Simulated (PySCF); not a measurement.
PySCF input file for Al(Et)3 (C₆H₁₅Al), SMILES C[CH2][Al]([CH2]C)[CH2]C, PBE0-D3(BJ)/def2-SVP. The structure is a stationary point at PBE0-D3(BJ)/def2-SVP. The isomer is the one that the SMILES or the coordinates give; other isomers of the formula were not compared. The values are those of a single conformer.

```python
import numpy as np
from pyscf import gto, scf, dft, df
from pyscf.hessian import thermo

mol = gto.M(
    atom='''
    Al    0.26464149   -0.03624148    0.20713079
    C     1.56525817    0.89193703   -0.95126246
    C     1.17750338    1.24506853   -2.38652453
    H     2.48855588    0.28051567   -0.94272001
    H     1.86059889    1.80926117   -0.40315680
    H     0.29612101    1.90458116   -2.42352009
    H     0.92116333    0.34920417   -2.97521689
    H     1.98810800    1.76125248   -2.92828437
    C    -1.63444361   -0.33645466   -0.23536479
    C    -2.22652478    0.26999285   -1.50614333
    H    -2.21359638   -0.01172042    0.65143927
    H    -1.77261016   -1.43660228   -0.23836429
    H    -1.70445140   -0.08020978   -2.41065249
    H    -2.15142041    1.36953404   -1.50922645
    H    -3.29391490    0.02281184   -1.63517578
    C     0.92418989   -0.72188025    1.93666589
    C    -0.11397943   -1.30300131    2.89645335
    H     1.49425546    0.08858440    2.43051922
    H     1.69761623   -1.48201954    1.70841067
    H    -0.67000236   -2.13929549    2.44181629
    H    -0.86680562   -0.55278234    3.18945791
    H     0.33402121   -1.68594917    3.82902890
    ''',
    basis='def2-SVP',
    charge=0,
    spin=0,
    max_memory=1600,
    verbose=3,
)
mf = dft.RKS(mol, xc='pbe0').density_fit(auxbasis='def2-universal-jkfit')
mf.disp = 'd3bj'
mf.grids.level = 3
mf.conv_tol = 1e-11
mf.max_cycle = 100
mf.kernel()

# [left out here: the lines that compute and print the analytic Hessian (its translational invariance restored by hand, since the grid's response is missing), thermochemistry and intensities]
```

Log of the run:

```
converged SCF energy = -479.457342786117

WARN: DFTD3 does not support analytical Hessian, using finite difference


WARN: Mole.unit (angstrom) is changed to Bohr

Mode                                 0                   1                   2
Irrep
Freq [cm^-1]                       27.7412             29.1761             44.4942
Reduced mass [au]                   1.8786              1.7305              1.7622
Force const [Dyne/A]                0.0009              0.0009              0.0021
Char temp [K]                      39.9135             41.9779             64.0173
Normal mode                   x     y     z       x     y     z       x     y     z
       0  Al                -0.01  0.03  0.01    0.01 -0.01 -0.00   -0.01  0.02  0.01
       1   C                 0.01 -0.02 -0.01    0.04 -0.10 -0.04   -0.01  0.04  0.02
       2   C                 0.01 -0.06 -0.03   -0.05  0.11  0.04    0.01 -0.01 -0.00
       3   H                -0.00 -0.02  0.01   -0.07 -0.27 -0.20    0.01  0.09  0.06
       4   H                 0.01  0.00 -0.05    0.26 -0.22  0.03   -0.07  0.07  0.00
       5   H                 0.02 -0.06 -0.05    0.05  0.26  0.19   -0.02 -0.05 -0.04
       6   H                 0.00 -0.08  0.01   -0.24  0.22 -0.04    0.06 -0.04  0.02
       7   H                 0.02 -0.09 -0.04   -0.02  0.05  0.01    0.00  0.01  0.01
       8   C                -0.01  0.05  0.02   -0.00  0.03  0.02   -0.03  0.11  0.06
       9   C                -0.00  0.01  0.00    0.02 -0.05 -0.03    0.02 -0.09 -0.06
      10   H                -0.00  0.09  0.01    0.01  0.12 -0.01   -0.00  0.34 -0.00
      11   H                -0.03  0.05  0.07   -0.04  0.03  0.11   -0.14  0.12  0.29
      12   H                -0.01 -0.03  0.01    0.01 -0.14 -0.00   -0.00 -0.31  0.01
      13   H                 0.02  0.01 -0.04    0.05 -0.06 -0.11    0.11 -0.10 -0.27
      14   H                -0.00  0.02  0.01    0.01 -0.04 -0.02    0.00 -0.03 -0.02
      15   C                -0.01  0.09  0.04   -0.01  0.03  0.02    0.01 -0.06 -0.03
      16   C                 0.02 -0.13 -0.06   -0.01  0.01  0.00    0.02 -0.02 -0.01
      17   H                -0.22  0.20  0.11   -0.05  0.06  0.02    0.09 -0.12 -0.03
      18   H                 0.16  0.26  0.09    0.03  0.06  0.05   -0.05 -0.11 -0.09
      19   H                 0.23 -0.24 -0.11    0.04 -0.02  0.01   -0.06  0.03 -0.01
      20   H                -0.16 -0.29 -0.12   -0.05 -0.01 -0.03    0.08  0.02  0.05
      21   H                 0.02 -0.04 -0.02   -0.02  0.05  0.03    0.03 -0.09 -0.04
Mode                                 3                   4                   5
Irrep
Freq [cm^-1]                       86.7886            112.4379            123.1157
Reduced mass [au]                   3.0377              3.0309              1.7258
Force const [Dyne/A]                0.0135              0.0226              0.0154
Char temp [K]                     124.8694            161.7731            177.1361
Normal mode                   x     y     z       x     y     z       x     y     z
       0  Al                -0.07 -0.02 -0.00    0.02  0.01  0.04    0.03 -0.10 -0.04
       1   C                -0.03 -0.03  0.03   -0.04  0.01 -0.02   -0.03  0.03  0.00
       2   C                 0.04  0.01  0.02   -0.15 -0.04 -0.00   -0.02  0.03  0.00
       3   H                -0.05 -0.05  0.06   -0.03  0.03 -0.07    0.06  0.16  0.02
       4   H                -0.03 -0.05  0.06   -0.02  0.04 -0.07   -0.19  0.05  0.05
       5   H                 0.06  0.03 -0.00   -0.15 -0.04  0.04   -0.13 -0.11 -0.01
       6   H                 0.04  0.03 -0.01   -0.21 -0.07  0.06    0.16  0.02 -0.05
       7   H                 0.08 -0.01  0.07   -0.19 -0.08 -0.09   -0.08  0.19  0.07
       8   C                -0.06  0.00 -0.05    0.04  0.01 -0.04   -0.01  0.01  0.02
       9   C                 0.02  0.04 -0.07    0.13  0.05 -0.06    0.03  0.04  0.01
      10   H                -0.10  0.00 -0.08   -0.02 -0.01 -0.07    0.07  0.14  0.02
      11   H                -0.09  0.01 -0.08    0.03  0.01 -0.08   -0.15  0.03  0.08
      12   H                 0.06  0.05 -0.05    0.17  0.06 -0.04   -0.06 -0.09  0.01
      13   H                 0.05  0.04 -0.05    0.15  0.05 -0.04    0.20  0.02 -0.05
      14   H                 0.02  0.08 -0.14    0.13  0.08 -0.13   -0.01  0.20  0.07
      15   C                 0.01  0.02 -0.02    0.01 -0.02  0.04    0.00  0.01  0.01
      16   C                 0.13 -0.01  0.09   -0.01 -0.02  0.02   -0.02  0.04  0.01
      17   H                 0.01  0.07 -0.09    0.03 -0.04  0.05   -0.10  0.11 -0.03
      18   H                 0.04  0.06 -0.06   -0.01 -0.04  0.02    0.08  0.05  0.15
      19   H                 0.15 -0.06  0.17   -0.03  0.01  0.00    0.13 -0.11  0.08
      20   H                 0.11 -0.05  0.13    0.02 -0.00  0.05   -0.15 -0.01 -0.19
      21   H                 0.24  0.05  0.07   -0.01 -0.06  0.01   -0.07  0.24  0.11
[...]
      20   H                -0.00  0.00  0.00   -0.01  0.01  0.00    0.06 -0.06 -0.02
      21   H                -0.00  0.00 -0.01    0.00 -0.00  0.00   -0.00  0.00  0.00
Mode                                54                  55                  56
Irrep
Freq [cm^-1]                     3115.5531           3116.4490           3118.4817
Reduced mass [au]                   1.1033              1.1033              1.1024
Force const [Dyne/A]                6.3097              6.3132              6.3165
Char temp [K]                    4482.5873           4483.8763           4486.8008
Normal mode                   x     y     z       x     y     z       x     y     z
       0  Al                -0.00 -0.00  0.00    0.00 -0.00 -0.00   -0.00  0.00 -0.00
       1   C                 0.00  0.00  0.00   -0.00 -0.00 -0.00   -0.00 -0.00 -0.00
       2   C                 0.01  0.00 -0.00   -0.05 -0.03  0.00   -0.05 -0.04 -0.00
       3   H                 0.00  0.00 -0.00    0.02 -0.01 -0.00    0.01 -0.01 -0.00
       4   H                -0.00 -0.00 -0.00    0.01  0.03  0.02    0.01  0.04  0.02
       5   H                -0.02  0.02 -0.00    0.18 -0.15  0.00    0.12 -0.11  0.00
       6   H                -0.01 -0.04 -0.02    0.08  0.33  0.21    0.09  0.36  0.23
       7   H                -0.04 -0.03  0.03    0.37  0.23 -0.24    0.34  0.21 -0.22
       8   C                -0.00  0.00  0.00   -0.00 -0.00  0.00    0.00  0.00 -0.00
       9   C                 0.01  0.00 -0.00   -0.05 -0.03  0.01    0.05  0.04 -0.01
      10   H                 0.00 -0.00 -0.01    0.01 -0.01 -0.02   -0.01  0.00  0.01
      11   H                -0.00 -0.00  0.00    0.01  0.03  0.00   -0.01 -0.04  0.00
      12   H                -0.01  0.01  0.03    0.11 -0.09 -0.20   -0.09  0.08  0.17
      13   H                -0.00 -0.04 -0.00    0.02  0.37  0.01   -0.02 -0.44 -0.01
      14   H                -0.06 -0.01 -0.01    0.46  0.11  0.05   -0.46 -0.11 -0.05
      15   C                -0.00  0.00 -0.00   -0.00  0.00 -0.00   -0.00 -0.00 -0.00
      16   C                -0.07  0.02 -0.05   -0.01  0.00 -0.01    0.00 -0.00 -0.00
      17   H                 0.02  0.03  0.02    0.00  0.00  0.00    0.00  0.00  0.00
      18   H                 0.03 -0.03 -0.01    0.00 -0.00 -0.00    0.00 -0.00 -0.00
      19   H                 0.19  0.31  0.16    0.02  0.03  0.02    0.00  0.00  0.00
      20   H                 0.31 -0.33 -0.13    0.04 -0.04 -0.02   -0.00  0.00  0.00
      21   H                 0.30 -0.24  0.60    0.03 -0.03  0.07   -0.00 -0.00  0.00
Mode                                57                  58                  59
Irrep
Freq [cm^-1]                     3127.1416           3134.5712           3136.1983
Reduced mass [au]                   1.1025              1.1023              1.1025
Force const [Dyne/A]                6.3525              6.3812              6.3892
Char temp [K]                    4499.2604           4509.9501           4512.2911
Normal mode                   x     y     z       x     y     z       x     y     z
       0  Al                -0.00  0.00  0.00   -0.00  0.00 -0.00   -0.00  0.00  0.00
       1   C                -0.00  0.00  0.00   -0.00  0.00  0.00   -0.00  0.01  0.00
       2   C                 0.00 -0.00 -0.00   -0.03  0.03  0.01   -0.04  0.06  0.02
       3   H                 0.00 -0.00  0.00    0.04 -0.03  0.00    0.06 -0.04  0.00
       4   H                -0.00 -0.00 -0.00   -0.01 -0.03 -0.02   -0.02 -0.05 -0.03
       5   H                -0.00  0.00 -0.00    0.36 -0.26  0.01    0.51 -0.37  0.02
       6   H                 0.00  0.00  0.00   -0.07 -0.21 -0.13   -0.11 -0.37 -0.24
       7   H                -0.00 -0.00  0.00    0.08  0.06 -0.05    0.06  0.06 -0.04
       8   C                -0.00  0.00  0.00    0.00 -0.01 -0.00   -0.00  0.00  0.00
       9   C                 0.00 -0.00 -0.00    0.03 -0.05 -0.04   -0.02  0.04  0.03
      10   H                 0.00 -0.00 -0.00   -0.04  0.02  0.06    0.02 -0.01 -0.04
      11   H                -0.00 -0.01 -0.00    0.01  0.05 -0.00   -0.01 -0.04  0.00
      12   H                -0.01  0.01  0.01   -0.31  0.20  0.52    0.19 -0.12 -0.32
      13   H                 0.00  0.01  0.00    0.04  0.44 -0.00   -0.03 -0.34  0.00
      14   H                -0.00 -0.00 -0.00   -0.11 -0.04 -0.02    0.02  0.01  0.01
      15   C                -0.00  0.01  0.01    0.00 -0.00 -0.00   -0.00  0.00  0.00
      16   C                -0.01  0.08  0.04    0.00 -0.00 -0.00   -0.00  0.00  0.00
      17   H                -0.05 -0.08 -0.05    0.00  0.00  0.00   -0.00 -0.00 -0.00
      18   H                 0.06 -0.06 -0.02   -0.00  0.00  0.00    0.00 -0.00 -0.00
      19   H                -0.35 -0.52 -0.29    0.00  0.01  0.00   -0.00 -0.01 -0.00
      20   H                 0.44 -0.43 -0.16   -0.01  0.01  0.00    0.01 -0.01 -0.00
      21   H                -0.02  0.03 -0.02   -0.00  0.00 -0.00    0.00 -0.00  0.00
temperature 298.1500 [K]
pressure 101325.00 [Pa]
Rotational constants [GHz] 2.34976 1.25149 0.84330
Symmetry number 1
Zero-point energy (ZPE) 0.19330 [Eh]   507506.974 [J/mol]
                           tot       elec      trans        rot        vib
Entropy [J/mol/K]       467.052      0.000    167.833    122.387    176.832
Cv [J/mol/K]            170.850      0.000     12.472     12.472    145.906
Cp [J/mol/K]            179.164      0.000     20.786     12.472    145.906
Internal energy [J/mol]                      3718.434   3718.434 532135.809
Internal energy [Eh]   -479.25183  -479.45734
Enthalpy [J/mol]                             6197.391   3718.434 532135.809
Enthalpy [Eh]          -479.25089
Gibbs free energy [J/mol]                  -43841.880 -32771.108 479413.215
Gibbs free energy [Eh] -479.30392
mode   freq/cm-1   IR/(km/mol)
   1       27.74         0.033
   2       29.18         0.011
   3       44.49         0.042
   4       86.79         0.732
   5      112.44         0.664
   6      123.12         1.819
   7      188.53         0.088
   8      201.75         0.085
   9      211.16         0.153
  10      259.25         5.952
  11      269.09         2.882
  12      347.08        16.688
  13      481.18         1.370
  14      503.66         3.190
  15      518.26         0.575
  16      618.70        70.750
  17      634.04        78.164
  18      661.86       115.342
  19      904.21         0.226
  20      904.94         0.109
  21      936.15         5.336
  22      943.78        18.250
  23      959.30        18.569
  24      963.49         0.869
  25     1048.68        27.684
  26     1060.33        12.147
  27     1060.97        24.594
  28     1213.28         3.117
  29     1217.99         2.690
  30     1222.35        14.723
  31     1235.14         0.180
  32     1237.96         0.629
  33     1245.03         4.749
  34     1389.57         7.017
  35     1392.16         7.779
  36     1394.99         0.720
  37     1416.61         3.932
  38     1416.72         1.195
  39     1422.48         3.638
  40     1461.34        12.765
  41     1469.24         4.590
  42     1475.14         0.473
  43     1479.92         0.191
  44     1481.50         5.470
  45     1485.21        16.792
  46     3013.93        14.929
  47     3015.33        26.316
  48     3020.25        25.537
  49     3036.01        57.580
  50     3038.27        11.547
  51     3040.00        66.812
  52     3056.41         8.405
  53     3059.32         6.727
  54     3063.88        13.813
  55     3115.55        28.741
  56     3116.45        66.370
  57     3118.48         0.147
  58     3127.14        25.735
  59     3134.57         2.895
  60     3136.20        44.177
max |gradient| / (hartree/bohr): 2.7380213519687485e-05
APT charges: [ 1.2624 -0.3773  0.0894 -0.0224 -0.0208 -0.013  -0.0178 -0.0589 -0.3748
  0.0977 -0.0218 -0.0202 -0.015  -0.0183 -0.0586 -0.3826  0.0888 -0.0219
 -0.022  -0.0162 -0.0183 -0.0582]
```

The calculation finished and met its thresholds.
